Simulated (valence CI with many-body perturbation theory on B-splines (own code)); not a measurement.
The numbers below are computed, except where a source is named.
## Hg16+: input, log and results

Method: configuration interaction combined with many-body perturbation theory (CI+MBPT): four valence electrons over a frozen Dirac-Fock core [Kr] 4d10 4f14, a basis of 11 s, 11 p, 9 d, 7 f, 5 g, 2 h, 1 i functions for each j, with the one-electron correlation potential Σ1 (screened to all orders), the two-electron term Σ2, the three-electron term Σ3, Breit, model QED; selected single and double excitations, second order for the rest (own B-spline code, finite nucleus).

Command, and the settings that its task file holds:

```sh
python run_cv.py task.json out
```

```
atom Hg  Z=80  mass_number=202  rms_radius_fm=5.4648
core [Kr] 4d10 4f14
valence 5s2 5p2
avg = 1
basis = L
breit = 1
cap = 40000
capref = 1200
cscale = 1
de = 0.0
dress = 0
eps = 2e-08
h = 0.27
hh = 1
l2 = 3
lcore = 6
maxit = 60
n2 = 5
natural = 1
nlev = 60
nno = [7, 7, 6, 5, 4, 2, 1]
nroot = 26
nsp = [4, 4, 3, 2, 1, 0, 0]
pt2 = 1
qed = 1
rpa = 1
s1 = 1
s2 = 1
s3 = 1
screen = 1
tol = 2e-05
```

It took 98 s on 1 thread of Arm Neoverse V2, on a shared host.

Log. The first blocks belong to the next ion, which gives the ionisation energy. Fields: 2J, parity (1 odd), roots, reference size, generating configurations, candidates as configurations/state functions, variational space P, stored matrix elements, Davidson steps; e2 is the range of second-order energies in hartree. The first line gives the box (bohr), its intervals, the orbitals and the steps of their self-consistent field. Window is the range of levels sought, series limit the energy at which the first omitted orbital would enter, core excitation an estimate of the first excitation out of the core, left out the lowest levels not solved, and shifts from estimates the range by which levels moved from their first estimate, all in cm⁻¹.

```
rmax 11.1 intervals 62 orbitals 81 references ['5s2 5p2', '5s 5p3', '5s2 5p 5d', '5p4', '5s 5p2 5d'] scf 5 t 1.5
2J=1 par=1 roots 2 ref 34 generators 5 cand 5264/7991 P 1716/2517 nnz 1.1e+06 it 5
2J=1 par=1 roots 2 ref 34 generators 14 cand 7220/10973 P 2498/3697 nnz 2.1e+06 it 5
   second order: generators 25 cand 12268/18785 e2 -0.00002 -0.00001
reference levels 704, estimated 5, window 318727 1/cm; series limit 2269845, core excitation 398409
2J=0 par=0 roots 2 ref 34 generators 7 cand 12399/21387 P 2452/3443 nnz 1.5e+06 it 4
2J=0 par=0 roots 2 ref 34 generators 9 cand 16888/31951 P 3591/5251 nnz 2.6e+06 it 5
   second order: generators 22 cand 35802/70526 e2 -0.00004 -0.00003
2J=2 par=0 roots 1 ref 66 generators 4 cand 14051/55774 P 1699/5358 nnz 5.2e+06 it 4
2J=2 par=0 roots 1 ref 66 generators 8 cand 15467/64152 P 2510/7969 nnz 9.7e+06 it 5
   second order: generators 15 cand 34184/147440 e2 -0.00008 -0.00008
2J=4 par=0 roots 2 ref 94 generators 7 cand 16346/81524 P 2427/7994 nnz 9.7e+06 it 4
2J=4 par=0 roots 2 ref 94 generators 14 cand 22274/128688 P 3685/12833 nnz 2.1e+07 it 5
   second order: generators 28 cand 43704/275175 e2 -0.00010 -0.00010
left out: unestimated 510442, estimated none, shifts from estimates 0 to 51
operators 7.6
```

The Davidson iterations converged.

No measured spectrum was set against this ion. As an estimate, levels hold to about 250 cm⁻¹ or 0.2 % of their energy and the worst to 1 %, as in measured heavy ions of charge 2 to 7. The list stops below the first excitations out of the core. Only levels of the ground parity were solved; by the run's estimate the other parity begins above the list, which can be wrong where configurations are misplaced.

- Valence energy: -66.88935 hartree
- Ionisation energy: 394.59 eV (NIST: 402 ± 20 eV (theoretical))
- Reference configurations for the orbitals: 5s2 5p2, 5s 5p3, 5s2 5p 5d, 5p4, 5s 5p2 5d
- Radial orbitals: 81
- Box radius: 11.09 bohr
- Largest variational space: 12833
- Lowest levels: (5s^2 5p1/2^2) J=0 0.0, (5s^2 5p1/2 5p3/2) J=1 178350, (5s^2 5p1/2 5p3/2) J=2 193490 cm⁻¹

Levels are named by their leading jj configuration (3d3/2^4 stands for four electrons in 3d with j = 3/2), which in mixed levels can hold well under half, so a name can repeat and another be missing.
